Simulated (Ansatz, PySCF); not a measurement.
C4H6Ge, SMILES C#C[C](=C)[GeH3]. Atoms are numbered in the order given.

```xyz
11

C     -1.1004    -2.6811     0.0000
C     -0.2953    -1.7708     0.0000
C      0.5824    -0.6511     0.0000
C      1.9220    -0.7755     0.0000
Ge    -0.2664     1.1154     0.0000
H     -1.7999    -3.4963     0.0000
H      2.4040    -1.7585     0.0000
H      2.5740     0.1023     0.0000
H     -1.1450     1.2667     1.2531
H     -1.1450     1.2667    -1.2531
H      0.8493     2.1757     0.0000
```
Charge 0, spin multiplicity 1.

Coordinates come from a PBE0-D3(BJ)/def2-SVP optimisation. This is a generated structure with no PubChem entry under its InChIKey; it may be hypothetical.

Two levels are set side by side: PBE-D3(BJ)/def2-SVP (Ansatz, a program for electronic structure) and PBE0-D3(BJ)/def2-SVP (Ansatz). Each level has its own optimised geometry; the coordinates shown are those of the second. Frequencies come from the Hessian of PySCF at each geometry. Differences are taken from unrounded values.

```json
[
 {"quantity": "mean bond length (Å)", "PBE0-D3(BJ)": "1.382", "PBE-D3(BJ)": "1.392", "PBE-D3(BJ) minus PBE0-D3(BJ)": "0.010"},
 {"quantity": "bond C1–C2 (Å)", "PBE0-D3(BJ)": "1.215", "PBE-D3(BJ)": "1.228", "PBE-D3(BJ) minus PBE0-D3(BJ)": "0.013"},
 {"quantity": "bond C2–C3 (Å)", "PBE0-D3(BJ)": "1.423", "PBE-D3(BJ)": "1.422", "PBE-D3(BJ) minus PBE0-D3(BJ)": "-0.001"},
 {"quantity": "bond C3–C4 (Å)", "PBE0-D3(BJ)": "1.345", "PBE-D3(BJ)": "1.358", "PBE-D3(BJ) minus PBE0-D3(BJ)": "0.013"},
 {"quantity": "bond C3–Ge5 (Å)", "PBE0-D3(BJ)": "1.960", "PBE-D3(BJ)": "1.975", "PBE-D3(BJ) minus PBE0-D3(BJ)": "0.015"},
 {"quantity": "bond C1–H6 (Å)", "PBE0-D3(BJ)": "1.074", "PBE-D3(BJ)": "1.081", "PBE-D3(BJ) minus PBE0-D3(BJ)": "0.007"},
 {"quantity": "bond C4–H7 (Å)", "PBE0-D3(BJ)": "1.095", "PBE-D3(BJ)": "1.103", "PBE-D3(BJ) minus PBE0-D3(BJ)": "0.008"},
 {"quantity": "bond C4–H8 (Å)", "PBE0-D3(BJ)": "1.094", "PBE-D3(BJ)": "1.101", "PBE-D3(BJ) minus PBE0-D3(BJ)": "0.008"},
 {"quantity": "bond Ge5–H9 (Å)", "PBE0-D3(BJ)": "1.538", "PBE-D3(BJ)": "1.550", "PBE-D3(BJ) minus PBE0-D3(BJ)": "0.012"},
 {"quantity": "bond Ge5–H10 (Å)", "PBE0-D3(BJ)": "1.538", "PBE-D3(BJ)": "1.550", "PBE-D3(BJ) minus PBE0-D3(BJ)": "0.012"},
 {"quantity": "bond Ge5–H11 (Å)", "PBE0-D3(BJ)": "1.539", "PBE-D3(BJ)": "1.551", "PBE-D3(BJ) minus PBE0-D3(BJ)": "0.012"},
 {"quantity": "highest harmonic wavenumber (cm⁻¹)", "PBE0-D3(BJ)": "3490", "PBE-D3(BJ)": "3407", "PBE-D3(BJ) minus PBE0-D3(BJ)": "-82"},
 {"quantity": "mean harmonic wavenumber (cm⁻¹)", "PBE0-D3(BJ)": "1221", "PBE-D3(BJ)": "1176", "PBE-D3(BJ) minus PBE0-D3(BJ)": "-45"},
 {"quantity": "zero-point energy (kcal/mol)", "PBE0-D3(BJ)": "47.14", "PBE-D3(BJ)": "45.40", "PBE-D3(BJ) minus PBE0-D3(BJ)": "-1.74"}
]
```

Exact exchange shortens and stiffens bonds; PBE has none. Differences between two approximate levels are no errors against the true value.
